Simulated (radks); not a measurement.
Results of a calculation; reference values are marked as such.
Problem. The niobium ion Nb+, 40 electrons, occupied as [Kr] 4d3 5s1 (not the ground configuration). Code: a radial shooting solver on a logarithmic mesh with Libxc functionals. Model: scalar-relativistic Kohn-Sham, PBE, spin-polarised, spherical densities, finite nucleus; open shells are filled with parallel spins first (spin-orbit coupling, left out, can overturn this in heavy ions); Fermi nuclear charge, rms radius 4.324 fm. Some entries of the table are withheld. Estimate them.

| orbital | occ. | eigenvalue (eV) | <r^2> (bohr^2) |
|---|---|---|---|
| 1s up | 1 | -18817.22 | 0.001757 |
| 1s down | 1 | -18817.21 | 0.001757 |
| 2s up | 1 | -2640.251 | 0.02945 |
| 2s down | 1 | -2639.960 | 0.02944 |
| 2p up | 3 | -2358.498 | 0.02318 |
| 2p down | 3 | -2358.280 | 0.02318 |
| 3s up | 1 | -448.3178 | 0.2251 |
| 3s down | 1 | -448.1481 | 0.2251 |
| 3p up | 3 | -356.2275 | 0.2315 |
| 3p down | 3 | -356.0389 | 0.2314 |
| 3d up | 5 | -205.7339 | 0.2262 |
| 3d down | 5 | -205.4506 | 0.2260 |
| 4s up | 1 | (1) | 1.523 |
| 4s down | 1 | (2) | 1.502 |
| 4p up | 3 | -44.4793 | 1.934 |
| 4p down | 3 | -42.4498 | 1.902 |
| 4d up | 3 | -12.2637 | 4.513 |
| 5s up | 1 | (3) | 11.60 |
| 4d down | 0 | -9.7860 | 4.484 |

Solution. 
(1) 4s up eigenvalue (eV): -68.3651
(2) 4s down eigenvalue (eV): -66.5940
(3) 5s up eigenvalue (eV): -11.1600
